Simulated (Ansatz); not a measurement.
AlH3O (SMILES [OH][AlH2]) moved off its minimum; all values from Ansatz (a quantum-chemistry and plane-wave program), cores frozen in correlated methods.
(charge 0, multiplicity 1)
```xyz
5

Al    -0.33213    -0.47355     0.18836
H      0.24503    -1.30893     1.24891
H     -1.57868    -0.85436    -0.76555
O      0.52219     0.82262    -0.30287
H      1.29565     1.25760     0.05390
```

Forces at r2SCAN/def2-TZVPP (eV/Å):

```csv
atom,Fx,Fy,Fz
Al1,-1.707,-0.769,-1.365
H2,0.535,-1.113,1.528
H3,0.243,0.130,0.414
O4,1.084,1.873,-0.514
H5,-0.155,-0.122,-0.062
```

Task: Give the forces (eV/Å), the total energy and the dipole at CCSD(T)/aug-cc-pV(T+d)Z.

Result: 
```csv
atom,Fx,Fy,Fz
Al1,-1.842,-1.006,-1.301
H2,0.517,-1.111,1.526
H3,0.247,0.129,0.433
O4,1.198,2.089,-0.607
H5,-0.121,-0.101,-0.050
```
Energy -318.9747 hartree, dipole 1.49 D.
